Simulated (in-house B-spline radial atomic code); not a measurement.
Configurations of Zr, with energies counted from [Kr] 4d2 5s2. Method: Dirac-Hartree-Fock, average of configuration, Fermi nucleus of rms radius 4.2694 fm. Calculated with a radial B-spline atomic code at the basis-set limit. Energies include first-order Breit, QED and recoil terms.

Occupations are held fixed; configurations that lie above the ionisation limit could autoionise.

```json
{"configuration": "[Kr] 4d2 5s1 5p1", "E - E(ref) (eV)": "2.0216", "highest orbital": "5p3/2", "its <r> (bohr)": "5.349"}
{"configuration": "[Kr] 4d2 5s1 6p1", "E - E(ref) (eV)": "4.1645", "highest orbital": "6p3/2", "its <r> (bohr)": "13.67"}
{"configuration": "[Kr] 4d2 5s1 5g1", "E - E(ref) (eV)": "5.0555", "highest orbital": "5g9/2", "its <r> (bohr)": "27.5"}
{"configuration": "[Kr] 4d2 5s1 7g1", "E - E(ref) (eV)": "5.322", "highest orbital": "7g9/2", "its <r> (bohr)": "63.49"}
{"configuration": "[Ar] 3d10 4s2 4p5 4d2 5s2 7s1", "E - E(ref) (eV)": "36.836", "highest orbital": "7s1/2", "its <r> (bohr)": "18.98"}
{"configuration": "[Ar] 3d10 4s2 4p5 4d2 5s2 6g1", "E - E(ref) (eV)": "37.548", "highest orbital": "6g9/2", "its <r> (bohr)": "44"}
{"configuration": "[Ar] 3d10 4s2 4p5 4d2 5s2 7f1", "E - E(ref) (eV)": "37.648", "highest orbital": "7f5/2", "its <r> (bohr)": "67.17"}
```

**Question.** Order these further configurations by energy, lowest first.
A. [Kr] 4d1 5s2 9p1
B. [Ar] 3d10 4s2 4p5 4d2 5s2 9s1
C. [Ar] 3d10 4s2 4p5 4d2 5s2 5f1
D. [Kr] 4d1 5s2 5f1
E. [Kr] 4d1 5s2 7g1

**Answer.** D (6.0365 eV), A (6.2097 eV), E (6.3052 eV), C (37.38 eV), B (37.484 eV).

**Question.** How far above the reference does [Kr] 4d1 5s2 7p1 lie?

**Answer.** 5.7404 eV; its least bound orbital is 7p3/2 with <r> = 23.65 bohr.

**Question.** How far above the reference does [Kr] 4d2 5s1 7p1 lie?

**Answer.** 4.7914 eV; its least bound orbital is 7p3/2 with <r> = 24.61 bohr.

**Question.** How far above the reference does [Kr] 4d1 5s2 7s1 lie?

**Answer.** 5.5004 eV; its least bound orbital is 7s1/2 with <r> = 19.12 bohr.
